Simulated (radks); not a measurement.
Task: Zn+, configuration [Ar] 3d10 4s1. All-electron calculation, Dirac Kohn-Sham, Slater X-alpha with alpha = 0.945, spin-unpolarised, spherical densities, point nucleus. Program: a radial shooting solver on a logarithmic mesh with Libxc functionals. Some entries of the table are withheld. Estimate them.

| orbital | occ. | eigenvalue (eV) | <r^2> (bohr^2) | <r> (bohr) |
|---|---|---|---|---|
| 1s1/2 | 2 | -9612.399 | 0.003389 | 0.05020 |
| 2s1/2 | 2 | (1) | 0.05965 | 0.2248 |
| 2p1/2 | 2 | -1054.473 | (2) | 0.1943 |
| 2p3/2 | 4 | -1030.002 | (3) | 0.1977 |
| 3s1/2 | 2 | -145.3001 | (4) | 0.6754 |
| 3p1/2 | 2 | -101.6758 | 0.5732 | 0.6967 |
| 3p3/2 | 4 | -98.5025 | 0.5907 | 0.7073 |
| 3d3/2 | 4 | -25.0496 | 0.9368 | 0.8450 |
| 3d5/2 | 6 | -24.6536 | 0.9516 | 0.8513 |
| 4s1/2 | 1 | -15.4727 | (5) | 2.284 |

Result: 
(1) 2s1/2 eigenvalue (eV): -1188.861
(2) 2p1/2 <r^2> (bohr^2): 0.04640
(3) 2p3/2 <r^2> (bohr^2): 0.04791
(4) 3s1/2 <r^2> (bohr^2): 0.5271
(5) 4s1/2 <r^2> (bohr^2): 5.991
